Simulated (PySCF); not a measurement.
Al(Me)2(vinyl) (C4H9Al), SMILES C=[CH][Al]([CH3])[CH3]. Atoms are numbered in the order given.

```xyz
14

Al    -0.0270    -0.0311     0.4397
C     -0.4101    -1.0770     2.0561
H     -0.7020    -2.1193     1.8477
H     -1.2244    -0.6137     2.6426
H      0.4677    -1.1040     2.7273
C      0.5221     1.8536     0.5429
H      1.4845     2.0221     0.0273
H      0.6331     2.2146     1.5785
H     -0.2127     2.5097     0.0423
C     -0.1840    -0.8252    -1.3407
C      0.0744    -0.1210    -2.4585
H     -0.4889    -1.8722    -1.4913
H     -0.0076    -0.5456    -3.4685
H      0.3859     0.9312    -2.4218
```
Charge 0, spin multiplicity 1.

The structure is a stationary point at B3LYP-D3(BJ)/def2-SVP. The structure was generated by enumeration; whether it is a known compound was not checked. The values are those of a single conformer.

All values below come from PySCF with PBE/pcSseg-1.

GIAO shieldings, no solvent; atoms listed in one row are averaged. δ = σ(ref) − σ: ¹³C against TMS (σ = 182.0 ppm); ¹H against TMS (σ = 31.49 ppm), references at their B3LYP-D3(BJ)/def2-TZVP geometries, non-relativistic.

Question: Estimate the chemical shifts. (An estimate is asked for; the answer gives what the named calculation found.)

Answer: 
| nucleus | atoms | count | δ (ppm) |
|---|---|---|---|
| ¹³C | C10 | 1 | 155.8 |
| ¹³C | C11 | 1 | 153.1 |
| ¹³C | C2 | 1 | -5.7 |
| ¹³C | C6 | 1 | -10.0 |
| ¹H | H13 | 1 | 7.15 |
| ¹H | H12 | 1 | 7.04 |
| ¹H | H14 | 1 | 6.70 |
| ¹H | H3, H4, H5 | 3 | 0.16 |
| ¹H | H7, H8, H9 | 3 | 0.07 |
